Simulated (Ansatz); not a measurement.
**Ligand exchange: CBrCl3 + BH2F → CBrCl2F + BH2Cl**

Species: CBrCl3 (bromotrichloromethane) `ClC(Cl)(Cl)Br`, singlet; BH2F `BF`, singlet; CBrCl2F (bromodichlorofluoromethane) `FC(Cl)(Cl)Br`, singlet; BH2Cl `BCl`, singlet. The partners trade Cl for F: C–Cl and B–F bonds give way to C–F and B–Cl.

Shapes, held fixed at every level: PBE0-D4/def2-TZVP. Programs: Ansatz 0.2.0. The zero-point and thermal change to 298 K, harmonic and unscaled (PBE0-D4/def2-TZVP), is -0.1 kJ/mol.

```json
{"level": "HF/def2-SVP", "kind": "Hartree–Fock", "ΔH(298 K) (kJ/mol)": "+10.3", "less CCSD(T)/def2-TZVPP": "-22.3"}
{"level": "r2SCAN-D4/def2-TZVPP", "kind": "meta-GGA", "ΔH(298 K) (kJ/mol)": "+20.6", "less CCSD(T)/def2-TZVPP": "-12.0"}
{"level": "BHLYP-D4/def2-TZVPP", "kind": "global hybrid", "ΔH(298 K) (kJ/mol)": "+30.8", "less CCSD(T)/def2-TZVPP": "-1.8"}
{"level": "wB97X-V/def2-TZVPP", "kind": "range-separated hybrid", "ΔH(298 K) (kJ/mol)": "+25.1", "less CCSD(T)/def2-TZVPP": "-7.5"}
{"level": "B2PLYP/def2-TZVPP", "kind": "double hybrid", "ΔH(298 K) (kJ/mol)": "+31.6", "less CCSD(T)/def2-TZVPP": "-1.0"}
{"level": "MP2/def2-TZVPP", "kind": "perturbation theory", "ΔH(298 K) (kJ/mol)": "+43.5", "less CCSD(T)/def2-TZVPP": "+10.9"}
{"level": "CCSD/def2-TZVPP", "kind": "coupled cluster or CI", "ΔH(298 K) (kJ/mol)": "+31.0", "less CCSD(T)/def2-TZVPP": "-1.6"}
{"level": "CCSD(T)/def2-TZVPP", "kind": "coupled cluster or CI", "ΔH(298 K) (kJ/mol)": "+32.6", "less CCSD(T)/def2-TZVPP": "0.0"}
```

The highest level, CCSD(T)/def2-TZVPP, gives ΔH(298 K) = +32.6 kJ/mol; the levels span +10.3 to +43.5. The column of differences is taken from that level and isn't an error. No measured value is set beside it here. Relativity is left out for Br. Outer-core shells of Br are correlated in most correlated rows, in sets that cover them unevenly.
